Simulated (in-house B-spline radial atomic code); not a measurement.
How numerical settings move a run on Te+, [Kr] 4d10 5s2 5p3. Computed with a B-spline radial code for spherical atoms: Dirac-Hartree-Fock, average of configuration, Fermi nucleus of rms radius 4.7423 fm.

Command:
```bash
python run_scf.py task.json out
```
Settings of the sound reference run:
```
Z                52
electrons        51
configuration    [Kr] 4d10 5s2 5p3
hamiltonian      dirac
method           hf
spin_polarised   False
nucleus          fermi
rms_radius       4.7423
mass_number      130
atomic_mass      129.9062
speed_of_light   137.036
knot_spacing     0.22
spline_order     8
gauss_points     12
box_radius       35.29
max_iterations   70
damping          0.5
damped_steps     3
diis_vectors     10
tolerance        1e-08
start            Thomas-Fermi
```

Time taken, with all properties: 1.4 s on 1 thread of Intel(R) Xeon(R) Platinum 8375C CPU @ 2.90GHz, on a shared host.

It converges in 10 iterations to -6793.375259 hartree, with 5p3/2 at -17.2921 eV. The other runs change the listed settings, some to values that make no sense; their results aren't properties of the atom or ion. Radii are in bohr (the nuclear one in fm), a minus after a letter asks for a j subshell, and «unchanged» means within 1e-8 hartree. The run stops when the residual is below 10 × tolerance × max(1, Z/10), or a noise floor if that is larger, and the energy moves by less than 1e-8 × √|E| hartree; so very loose and very tight tolerances often act alike.

```tsv
changed settings	outcome
box_radius = 2.12, first_knot = 0.000192, max_iterations = 75, damped_steps = 30	converged in 17 iterations, energy +1.10e+01 hartree from the reference, 5p3/2 level +7.7e+01 eV (the program warns: 5p3/2 has a positive eigenvalue: unbound, held by the box; 5s1/2 has a positive eigenvalue: unbound, held by the box)
max_iterations = 60, diis_vectors = 2, tolerance = 0.01	converged in 8 iterations, energy +4.08e-08 hartree from the reference, 5p3/2 level -4.4e-04 eV
damping = 0.8	converged in 10 iterations, energy unchanged, 5p3/2 level +4.5e-06 eV
max_iterations = 5	not converged after 5 iterations, last residual 4.8e-03, last energy +7.40e-04 hartree from the reference
damping = 0.95	converged in 11 iterations, energy unchanged, 5p3/2 level -7.5e-07 eV
knot_spacing = 1, max_iterations = 2, damped_steps = 30	not converged after 2 iterations, last residual 4.7e-01, last energy +1.02e+02 hartree from the reference
damping = 0	converged in 10 iterations, energy unchanged, 5p3/2 level -5.0e-07 eV
tolerance = 1e-13	converged in 10 iterations, energy unchanged
box_radius = 141.16, max_iterations = 75, damping = 0.8, tolerance = 0.01, start = bare nucleus	converged in 11 iterations, energy unchanged, 5p3/2 level -4.0e-06 eV
damping = 0.2	converged in 10 iterations, energy unchanged, 5p3/2 level -9.6e-07 eV
max_iterations = 2	not converged after 2 iterations, last residual 1.8e-01, last energy +1.03e+00 hartree from the reference
electrons = 55, configuration = [Kr] 4d10 5s2 5p7, max_iterations = 75	stopped with error: shell 5p holds at most 6 electrons
```

Question: What happens with max_iterations = 3?

Answer: Not converged after 3 iterations, last residual 3.7e-02, last energy +5.28e-02 hartree from the reference.

Question: What happens with max_iterations = 8?

Answer: Not converged after 8 iterations, last residual 1.4e-05, last energy +4.50e-09 hartree from the reference.

Question: What happens with electrons = 52, configuration = [Kr] 4d10 5s2 5p3 6s-1, max_iterations = 75?

Answer: Stopped with error: j subshells need the Dirac Hamiltonian and l > 0.

Question: What happens with tolerance = 1e-06?

Answer: Converged in 8 iterations, energy unchanged, 5p3/2 level +2.0e-04 eV.
